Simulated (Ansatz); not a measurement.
Gas-phase electronic energies from Ansatz, PBE0-D4/def2-TZVP geometries. CCSD(T)/CBS adds triple-zeta CCSD(T) − MP2 to the extrapolated MP2 energy (def2 sets, frozen cores). Functionals use def2-TZVPP. def2 core potentials past Kr. For Sn outer-core shells are correlated without core-valence functions, which leaves a few kJ/mol of doubt a bond. One conformer a species, not always the lowest.

`O[SiH](F)[O][SnH3]` + `CBO` → `CBO[SiH](O)F` + `[OH][SnH3]`  (ligand exchange at the Si–O bond)

```json
{"level": "PBE-D4", "ΔE (kJ/mol)": "35.0"}
{"level": "PBE0-D4", "ΔE (kJ/mol)": "36.1"}
{"level": "r2SCAN", "ΔE (kJ/mol)": "36.1"}
{"level": "HF/def2-TZVPP", "ΔE (kJ/mol)": "35.0"}
{"level": "MP2/def2-TZVPP", "ΔE (kJ/mol)": "37.8"}
{"level": "CCSD/def2-TZVPP", "ΔE (kJ/mol)": "37.5"}
{"level": "MP2/def2-QZVPP", "ΔE (kJ/mol)": "37.5"}
{"level": "SCS-MP2/def2-QZVPP", "ΔE (kJ/mol)": "36.9"}
```

What does CCSD(T)/CBS give? (Best estimate.)

Computed: +37.3 kJ/mol. The listed levels differ from it by -2.3, -1.2, -1.2, -2.3, 0.5, 0.2, 0.2, -0.4 kJ/mol.

Largest T1 diagnostic among the species: 0.014.

CCSD(T)/CBS has its own doubt, a few kJ/mol and more with outer-core shells, so smaller differences from it don't rank the levels.
